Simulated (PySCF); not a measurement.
AlHFCl, SMILES [AlH]([F])[Cl]. Heavy atoms are numbered as in [AlH:1]([F:3])[Cl:4]. Hydrogens are named by the atom that carries them.

The structure is a stationary point at PBE-D3(BJ)/def2-TZVP.

The numbers are results of PBE0/pcSseg-2 run with PySCF, not measurements.

GIAO shieldings, no solvent; atoms alike by connectivity are averaged. δ = σ(ref) − σ: ¹H against TMS (σ = 31.54 ppm); ¹⁹F against CFCl3 (σ = 165.8 ppm); ³⁵Cl against HCl (σ = 943.3 ppm), references at their B3LYP-D3(BJ)/def2-TZVP geometries, non-relativistic (without spin–orbit terms, shifts of atoms bonded to Cl or Br come out too high).

| nucleus | atoms | count | δ (ppm) |
|---|---|---|---|
| ¹H | H on Al1 | 1 | 5.09 |
| ¹⁹F | F3 | 1 | -151.0 |
| ³⁵Cl | Cl4 | 1 | 28.3 |
